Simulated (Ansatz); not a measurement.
Geometry optimisation, Ansatz 0.2.0, DFT PBE, scalar-relativistic, plane waves, PAW.

Input:

```yaml
crystal:
  lattice:
    - [0.0, 5.43, 5.43]
    - [5.43, 0.0, 5.43]
    - [5.43, 5.43, 0.0]
  atoms:
    - { symbol: Si, position: [0.0, 0.0, 0.0] }
    - { symbol: Si, position: [0.125, 0.125, 0.125] }
    - { symbol: Si, position: [0.0, 0.0, 0.5] }
    - { symbol: Si, position: [0.125, 0.125, 0.625] }
    - { symbol: Si, position: [0.0, 0.5, 0.0] }
    - { symbol: Si, position: [0.125, 0.625, 0.125] }
    - { symbol: Si, position: [0.0, 0.5, 0.5] }
    - { symbol: Si, position: [0.125, 0.625, 0.625] }
    - { symbol: Si, position: [0.5, 0.0, 0.0] }
    - { symbol: Si, position: [0.625, 0.125, 0.125] }
    - { symbol: Si, position: [0.5, 0.0, 0.5] }
    - { symbol: Si, position: [0.625, 0.125, 0.625] }
    - { symbol: Si, position: [0.5, 0.5, 0.0] }
    - { symbol: Si, position: [0.625, 0.625, 0.125] }
    - { symbol: Si, position: [0.5, 0.5, 0.5] }
    - { symbol: Si, position: [0.625, 0.625, 0.625] }
    - { symbol: Al, position: [1.24248983, 0.2516184, 0.2496438], spin: 1.0 }
magnetization:
  spin_polarized: true
basis:
  ecutwfc: 420.0
kpoints:
  mp_grid: { grid: [2, 2, 2] }
hamiltonian:
  xc: pbe
  pseudopotentials: { kind: paw, azcp: { folder: soft_1 } }
scf:
  occupations: { method: gaussian, width: 0.05 }
  lower_state_search: "off"
relax:
  f_tol: 0.03
  max_steps: 60
  adjacent_minimum: "off"
```

Command:

```bash
$ ansatz run input.yaml --threads 2 --pin off --max-ram 5120MiB --backend cpu --events-out ev --progress --plain --runs-dir out
```

**Question.** Where does it end, and by what steps?

**Answer.** The forces met the threshold. Limits of this set-up: coarse k mesh. After 3 steps the energy has fallen by 0.333 eV; Si2 moved furthest, 0.09 Å.

| step | energy less start (eV) | largest force component (eV/Å) | accepted |
| --- | --- | --- | --- |
| 0 | 0.0000 | 1.155 | yes |
| 1 | -0.2934 | 0.444 | yes |
| 2 | -0.3296 | 0.102 | yes |
| 3 | -0.3325 | 0.017 | yes |

```xyz
17
Lattice="0.0000 5.4300 5.4300 5.4300 0.0000 5.4300 5.4300 5.4300 0.0000" Properties=species:S:1:pos:R:3
Si 0.000 -0.004 -0.003
Si 1.309 1.306 1.307
Si 2.715 2.712 -0.016
Si 4.121 4.118 1.308
Si 2.715 -0.017 2.713
Si 4.121 1.307 4.119
Si 5.445 2.713 2.714
Si 6.774 4.085 4.085
Si -0.014 2.712 2.712
Si 1.311 4.117 4.118
Si 2.716 5.443 2.713
Si 4.087 6.772 4.085
Si 2.716 2.713 5.443
Si 4.087 4.085 6.772
Si 5.430 5.428 5.429
Si 6.774 6.772 6.772
Al 2.715 8.141 8.142
```

Run time: 31 s on 2 threads of Arm Neoverse V2, on a shared host, peak memory 0.68 GiB.
